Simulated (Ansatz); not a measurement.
`[SiH3][O][SbH2]` + `[OH][GaH2]` → `[GaH2][O][SbH2]` + silanol at 700 K and 1 bar (ligand exchange at the Sb–O bond).

Gas-phase electronic energies from Ansatz, PBE0-D4/def2-TZVP geometries. CBS: MP2 limit from def2 TZ/QZ plus the TZ coupled-cluster correction, frozen cores. def2 core potentials past Kr. For Ga, Sb outer-core shells are correlated without core-valence functions, which leaves a few kJ/mol of doubt a bond. Scalar relativity is left out up to krypton.

```json
{"species": "`[SiH3][O][SbH2]`", "CCSD(T)/CBS energy (Eh)": "-607.29789", "H − E (kJ/mol)": "176.6", "S (J/(mol·K))": "448.9"}
{"species": "`[OH][GaH2]`", "CCSD(T)/CBS energy (Eh)": "-2000.92981", "H − E (kJ/mol)": "111.5", "S (J/(mol·K))": "322.8"}
{"species": "`[GaH2][O][SbH2]`", "CCSD(T)/CBS energy (Eh)": "-2241.53579", "H − E (kJ/mol)": "143.0", "S (J/(mol·K))": "440.2"}
{"species": "`O[SiH3]`", "CCSD(T)/CBS energy (Eh)": "-366.69042", "H − E (kJ/mol)": "144.6", "S (J/(mol·K))": "321.6"}
```

H − E and S are ideal-gas, rigid-rotor, harmonic terms from PBE0-D4/def2-TZVP, for one conformer and one mirror image of each species. 1 Eh = 2625.50 kJ/mol, R = 8.31446 J/(mol·K).

By hand: ΔE, ΔH, ΔS and ΔG.

ΔE = (-2241.53579) + (-366.69042) − (-607.29789) − (-2000.92981) = 0.00149 Eh = 3.9 kJ/mol. Δ(H − E) = 143.0 + 144.6 − 176.6 − 111.5 = -0.5, so ΔH = 3.4 kJ/mol. ΔS = 440.2 + 321.6 − 448.9 − 322.8 = -9.9 J/(mol·K). ΔG = 3.4 − 700 × (-9.9)/1000 = 10.3 kJ/mol.

By hand: the equilibrium constant, and the temperature at which ΔG would vanish if ΔH and ΔS stayed fixed.

log₁₀ K = −ΔG/(RT ln 10) = -0.8. ΔH and −TΔS have one sign here, so there is no such temperature. One of them is within its doubt of zero, so this could turn.

TΔS isn't small against ΔH here. A doubt of 5 kJ/mol in ΔE shifts log₁₀ K by 0.4 here. Other conformers and mirror images would add mixing entropy, several J/(mol·K) or more a flexible species. Modes under 60 cm⁻¹, often nearly free rotors, make the harmonic entropy too high. These are equilibria of isolated gas molecules and say nothing of rates. Largest T1 diagnostic: 0.016 (customary marks: 0.02 for closed shells, 0.045 for open ones).
